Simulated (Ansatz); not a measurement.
Al₃Sb₃⁺. Charge 1, multiplicity 2. Geometry PBE0-D4/def2-SVP; atoms count from 1.

```xyz
6

Al    2.347   -0.290   -0.294
Al    0.112    0.888   -1.040
Al   -0.006   -0.850    0.950
Sb    2.121   -1.946    1.668
Sb   -2.133    1.974   -1.651
Sb   -2.440    0.224    0.367
```

In the def2 sets Sb takes a core potential; there is no spin–orbit coupling. Another isomer (doublet) lies 0.24 eV lower at PBE0-D4/def2-TZVP; other spin states weren't run for this one.

Estimate the Mulliken populations from the PBE0/def2-TZVP orbitals of Ansatz.


```json
{"atom": "Al1", "charge (e)": "0.25", "spin (α − β)": "0.58"}
{"atom": "Al2", "charge (e)": "0.16", "spin (α − β)": "0.07"}
{"atom": "Al3", "charge (e)": "0.16", "spin (α − β)": "0.25"}
{"atom": "Sb4", "charge (e)": "0.12", "spin (α − β)": "0.01"}
{"atom": "Sb5", "charge (e)": "0.18", "spin (α − β)": "0.04"}
{"atom": "Sb6", "charge (e)": "0.14", "spin (α − β)": "0.06"}
```
Mulliken values and Mayer orders depend strongly on the basis.

Where does the spin sit?

Summed by element: Al 0.90, Sb 0.10, of 1 unpaired in all. Largest on single atoms: Al1 0.58, Al3 0.25, Al2 0.07.

And the Mayer bond orders between bonded heavy atoms (over 0.3)?

Al1–Al2 0.66 (2.63 Å); Al1–Al3 0.48 (2.72 Å); Al1–Sb4 1.22 (2.58 Å); Al2–Al3 0.46 (2.64 Å); Al2–Sb5 1.05 (2.57 Å); Al2–Sb6 0.55 (2.99 Å); Al3–Sb4 1.46 (2.50 Å); Al3–Sb6 0.81 (2.72 Å); Sb5–Sb6 1.62 (2.69 Å).
